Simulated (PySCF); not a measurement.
Isomers of C9H16 and their computed core-level spectra.

Computed, not measured: delta-SCF UKS SCAN, pcX-2 on the ionised atom, pcseg-1 elsewhere, spin-free X2C in PySCF. Geometries: PBE0-D3(BJ)/def2-SVP; isolated species, one conformer each.

Line lists (1s up to Mg, 2p3/2 beyond; areas count atoms within a level, one atom standing for each set equivalent by bonding):
1. C 1s: 289.98 (area 1), 290.08 (area 1), 290.15 (area 1), 290.17 (area 1), 290.17 (area 1), 290.18 (area 1), 290.19 (area 1), 290.21 (area 1), 290.41 (area 1) eV
2. C 1s: 289.57 (area 1), 289.63 (area 1), 290.15 (area 1), 290.26 (area 3), 290.35 (area 1), 290.54 (area 1), 290.58 (area 1) eV
3. C 1s: 290.00 (area 4), 290.01 (area 1), 290.15 (area 4) eV

Structures:
A. `C[C@H]1CC12CCCCC2`
B. `C=C(C)C(=C)C(C)(C)C`
C. `C1CCC2(C1)CCCC2`

Task: Match each list to its structure.

Result: 
- 1 = A: no other candidate has these counts of sites. C 1s: 289.98 three-membered-ring carbon, 290.08 sp3 carbon at a ring junction, 290.15 three-membered-ring carbon, 290.17 ring CH2 carbon, 290.17 ring CH2 carbon, 290.18 ring CH2 carbon, 290.19 ring CH2 carbon, 290.21 ring CH2 carbon, 290.41 methyl carbon.
- 2 = B: no other candidate has these counts of sites. C 1s: 289.57 terminal =CH2 carbon, 289.63 terminal =CH2 carbon, 290.15 fully substituted alkene carbon, 290.26 methyl carbon (×3), 290.35 fully substituted alkene carbon, 290.54 allylic carbon, 290.58 allylic carbon.
- 3 = C: no other candidate has these counts of sites. C 1s: 290.00 ring CH2 carbon (×4), 290.01 sp3 carbon at a ring junction, 290.15 ring CH2 carbon (×4).

2 of these hole states are spin-contaminated (⟨S²⟩ up to 0.87, against 0.75; counted from 0.85) and less certain.
